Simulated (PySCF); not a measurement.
**Electronic absorption of C3H9GeNSi**

Compound: C3H9GeNSi.
SMILES: `NC[SiH2]C#[C][GeH3]`

Method used: TDDFT CAM-B3LYP/def2-SVPD, vertical, gas phase, core orbitals frozen in the response in PySCF. One conformer (not necessarily the lowest) at the PBE0-D3(BJ)/def2-SVP geometry, without solvent, vibrations or thermal averaging. The CAM-B3LYP/def2-SVPD calculation is non-relativistic and has no spin–orbit coupling, an omission that weighs most on germanium. Torsions of this conformer, `[NH2:1][CH2:2][SiH2:3][C:4]#[C:5][GeH3:6]`: N1–C2–Si3–C4 57°, H–N1–C2–Si3 -62°, H–N1–C2–Si3 179°.

```
state  E (eV)  λ (nm)  ν̃ (cm⁻¹)       f  main configurations (H = HOMO, L = LUMO)
   S1    5.61   220.9      45270  0.0001                H-1→L (53%), H-2→L+1 (27%)
   S2    5.84   212.1      47140  0.0034     H-1→L+1 (37%), H-2→L (32%), H→L (16%)
   S3    5.86   211.4      47300  0.0019    H-2→L+1 (48%), H-1→L (30%), H→L+1 (9%)
   S4    6.15   201.6      49620   0.013        H→L (48%), H→L+5 (13%), H→L+4 (9%)
   S5    6.68   185.7      53860   0.014     H→L+1 (61%), H-2→L+1 (10%), H→L (10%)
   S6    6.79   182.5      54800   0.018       H→L+2 (21%), H→L (17%), H→L+1 (17%)
```

The lowest singlet lies at 5.61 eV (221 nm, ultraviolet) and is dark (f under 0.0005); its leading configuration is HOMO-1→LUMO (53%). The most intense listed level is S6 at 6.79 eV (182 nm, f = 0.018), 1.18 eV above S1. It is the last of those listed, so stronger ones may follow. Löwdin shares by element: HOMO nitrogen 57%, carbon 16% or more, hydrogen 13% or more; LUMO carbon 44% or more, silicon 14%, germanium 13% (atoms not listed hold the other 29%). Weighted by f, the mean energy of these states is 6.50 eV. The listed states span 1.18 eV, and the widest gap between neighbours is 0.53 eV (S4 to S5). Of the 6 states listed, 3 reach f = 0.01 and 1 stays under 0.0005. Singlets were solved by full linear response.
